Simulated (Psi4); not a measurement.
C2H9AlN2, singlet, at a GFN2-xTB geometry (such geometries of metal compounds can be far from the true shape); HF/def2-SV(P) in Psi4.

Psi4 was given this input:
```
memory 2 GB

molecule {
0 1
Al   -0.44340797    0.10942224    0.55017789
H    -1.21981461    0.16865819    1.86510454
N     1.00895294   -0.93003426    0.45669878
C     1.59152292   -1.76108932    1.50505744
H     1.55473143   -1.00877404   -0.39681360
H     2.61561955   -1.45330514    1.74188412
H     1.60682627   -2.81859125    1.22040929
H     0.98558734   -1.65733771    2.40559555
N    -1.11560641    1.12218280   -0.75940387
C    -0.76967368    1.41277924   -2.14442574
H    -1.95239261    1.63983228   -0.49927984
H    -0.56241060    2.47829705   -2.29331270
H    -1.57307955    1.12173076   -2.83017378
H     0.12471507    0.85182143   -2.41058066
}

set {
  basis def2-sv(p)
}

energy('scf')
print_variables()
```

The log (banner, timings and long lists left out):

```
   => Loading Basis Set <=

    Name: DEF2-SV(P)
    Role: ORBITAL
    Keyword: BASIS

         ---------------------------------------------------------
                                   SCF
               by Justin Turney, Rob Parrish, Andy Simmonett
                          and Daniel G. A. Smith
                              RHF Reference
         ---------------------------------------------------------

  ==> Geometry <==

    Molecular point group: c1
    Full point group: C1

    Geometry (in Angstrom), charge = 0, multiplicity = 1:

       Center              X                  Y                   Z               Mass
    ------------   -----------------  -----------------  -----------------  -----------------
         AL          -0.420661960560     0.100560382454     0.530567094654    26.981538530000
         H           -1.197068600560     0.159796332454     1.845493744654     1.007825032230
         N            1.031698949440    -0.938896117546     0.437087984654    14.003074004430
         C            1.614268929440    -1.769951177546     1.485446644654    12.000000000000
         H            1.577477439440    -1.017635897546    -0.416424395346     1.007825032230
         H            2.638365559440    -1.462166997546     1.722273324654     1.007825032230
         H            1.629572279440    -2.827453107546     1.200798494654     1.007825032230
         H            1.008333349440    -1.666199567546     2.385984754654     1.007825032230
         N           -1.092860400560     1.113320942454    -0.779014665346    14.003074004430
         C           -0.746927670560     1.403917382454    -2.164036535346    12.000000000000
         H           -1.929646600560     1.630970422454    -0.518890635346     1.007825032230
         H           -0.539664590560     2.469435192454    -2.312923495346     1.007825032230
         H           -1.550333540560     1.112868902454    -2.849784575346     1.007825032230
         H            0.147461079440     0.842959572454    -2.430191455346     1.007825032230

  Running in c1 symmetry.

  Rotational constants: A =      0.37011  B =      0.05540  C =      0.04908 [cm^-1]
  Rotational constants: A =  11095.75772  B =   1660.91614  C =   1471.39253 [MHz]
  Nuclear repulsion =  216.576692843802107

  Charge       = 0
  Multiplicity = 1
  Electrons    = 48
  Nalpha       = 24
  Nbeta        = 24

  ==> Algorithm <==

  SCF Algorithm Type is DF.
  DIIS enabled.
  MOM disabled.
  Fractional occupation disabled.
  Guess Type is SAD.
  Energy threshold   = 1.00e-06
  Density threshold  = 1.00e-06
  Integral threshold = 1.00e-12

  ==> Primary Basis <==

  Basis Set: DEF2-SV(P)
    Blend: DEF2-SV(P)
    Number of shells: 50
    Number of basis functions: 92
    Number of Cartesian functions: 97
    Spherical Harmonics?: true
    Max angular momentum: 2

   => Loading Basis Set <=

    Name: (DEF2-SV(P) AUX)
    Role: JKFIT
    Keyword: DF_BASIS_SCF

  ==> Integral Setup <==

  SCF_SUBTYPE=INCORE selected. In-core MEM_DF algorithm will be used.
  Using in-core AOs.

  ==> MemDFJK: Density-Fitted J/K Matrices <==

    J tasked:                   Yes
    K tasked:                   Yes
    wK tasked:                   No
    Algorithm:                 Core
    Schwarz Cutoff:           1E-12
    Mask sparsity (%):       4.3715
    Fitting Condition:        1E-10

   => Auxiliary Basis Set <=

  Basis Set: (DEF2-SV(P) AUX)
    Blend: DEF2-UNIVERSAL-JKFIT
    Number of shells: 192
    Number of basis functions: 594
    Number of Cartesian functions: 699
    Spherical Harmonics?: true
    Max angular momentum: 4

  Minimum eigenvalue in the overlap matrix is 7.9140780975E-03.
  Reciprocal condition number of the overlap matrix is 1.4344479394E-03.
    Using symmetric orthogonalization.

  ==> Pre-Iterations <==

  SCF Guess: Superposition of Atomic Densities via on-the-fly atomic UHF (no occupation information).

   -------------------------
    Irrep   Nso     Nmo
   -------------------------
     A         92      92
   -------------------------
    Total      92      92
   -------------------------

  ==> Iterations <==

                           Total Energy        Delta E     RMS |[F,P]|

   @DF-RHF iter SAD:  -430.46157170973089   -4.30462e+02   0.00000e+00
   @DF-RHF iter   1:  -431.39761227714229   -9.36041e-01   6.50030e-03 ADIIS/DIIS
   @DF-RHF iter   2:  -431.53987957510680   -1.42267e-01   3.67091e-03 ADIIS/DIIS
   @DF-RHF iter   3:  -431.59071769763227   -5.08381e-02   5.36419e-04 ADIIS/DIIS
   @DF-RHF iter   4:  -431.59258588136743   -1.86818e-03   1.04162e-04 ADIIS/DIIS
   @DF-RHF iter   5:  -431.59265419455710   -6.83132e-05   2.55332e-05 DIIS
   @DF-RHF iter   6:  -431.59265818052273   -3.98597e-06   5.73449e-06 DIIS
   @DF-RHF iter   7:  -431.59265846168512   -2.81162e-07   9.61602e-07 DIIS
  Energy and wave function converged.

  ==> Post-Iterations <==

    Orbital Energies [Eh]
    ---------------------

    Doubly Occupied:

       1A    -58.417983     2A    -15.513097     3A    -15.513016
       4A    -11.242545     5A    -11.240639     6A     -4.854130
       7A     -3.173312     8A     -3.171590     9A     -3.171035
      10A     -1.125635    11A     -1.119334    12A     -0.872798
      13A     -0.867458    14A     -0.644871    15A     -0.632443
      16A     -0.580205    17A     -0.578692    18A     -0.578135
      19A     -0.553824    20A     -0.510949    21A     -0.478441
      22A     -0.440349    23A     -0.374559    24A     -0.349291

    Virtual:

      25A      0.127247    26A      0.133640    27A      0.175010
      28A      0.193569    29A      0.219305    30A      0.239126
      31A      0.267810    32A      0.273940    33A      0.277634
      34A      0.283909    35A      0.290428    36A      0.323678
      37A      0.330938    38A      0.392774    39A      0.400543
      40A      0.490146    41A      0.544845    42A      0.596379
      43A      0.622164    44A      0.671737    45A      0.673500
      46A      0.683096    47A      0.698399    48A      0.707189
      49A      0.746035    50A      0.816162    51A      0.831604
      52A      0.896437    53A      0.906354    54A      0.913911
      55A      0.918380    56A      0.964747    57A      0.969641
      58A      0.980877    59A      1.008827    60A      1.036276
      61A      1.044852    62A      1.047319    63A      1.070751
      64A      1.137331    65A      1.178047    66A      1.183031
      67A      1.235121    68A      1.265203    69A      1.340333
      70A      1.388127    71A      1.466533    72A      1.610109
      73A      1.892285    74A      1.901828    75A      2.193585
      76A      2.228595    77A      2.367522    78A      2.372497
      79A      2.372730    80A      2.377349    81A      2.448509
      82A      2.468820    83A      2.570072    84A      2.608767
      85A      2.868501    86A      2.883656    87A      2.912562
      88A      2.939066    89A      3.005934    90A      3.110223
      91A      3.298735    92A      3.310594

    Final Occupation by Irrep:
              A
    DOCC [    24 ]
    NA   [    24 ]
    NB   [    24 ]

  @DF-RHF Final Energy:  -431.59265846168512

   => Energetics <=

    Nuclear Repulsion Energy =            216.5766928438021068
    One-Electron Energy =               -1024.3301282091765643
    Two-Electron Energy =                 376.1607769036893387
    Total Energy =                       -431.5926584616851187

Computation Completed

Properties will be evaluated at   0.000000,   0.000000,   0.000000 [a0]

Properties computed using the SCF density matrix

 Multipole Moments:

 ------------------------------------------------------------------------------------
     Multipole            Electronic (a.u.)      Nuclear  (a.u.)        Total (a.u.)
 ------------------------------------------------------------------------------------

 L = 1.  Multiply by 2.5417464519 to convert [e a0] to [Debye]
 Dipole X            :         -1.8718229            2.0632186            0.1913958
 Dipole Y            :          0.8204595           -0.8038312            0.0166283
 Dipole Z            :          1.3742964           -1.7788334           -0.4045371
 Magnitude           :                                                    0.4478382

 ------------------------------------------------------------------------------------

  Variable Map:
  ----------------------------------------------------------------------------
  "CURRENT ENERGY"           =>    -431.592658461685
  "CURRENT REFERENCE ENERGY" =>    -431.592658461685
  "DD SOLVATION ENERGY"      =>       0.000000000000
  "HF KINETIC ENERGY"        =>     430.781125575935
  "HF POTENTIAL ENERGY"      =>    -862.373784037620
  "HF TOTAL ENERGY"          =>    -431.592658461685
  "HF VIRIAL RATIO"          =>       2.001883863609
  "NUCLEAR REPULSION ENERGY" =>     216.576692843802
  "ONE-ELECTRON ENERGY"      =>   -1024.330128209177
  "PCM POLARIZATION ENERGY"  =>       0.000000000000
  "PE ENERGY"                =>       0.000000000000
  "SCF ITERATION ENERGY"     =>    -431.592658461685
  "SCF ITERATIONS"           =>       7.000000000000
  "SCF TOTAL ENERGY"         =>    -431.592658461685
  "TWO-ELECTRON ENERGY"      =>     376.160776903689

  Array Variable Map:
  ----------------------------------------------------------------------------
  "CURRENT DIPOLE"           =>       0.191395780152 ... -0.404537051128 1 by 3
  "SCF DIPOLE"               =>       0.191395780152 ... -0.404537051128 1 by 3
  "SCF TOTAL ENERGIES"       =>    -430.461571709731 ... -431.592658461685 1 by 8
```
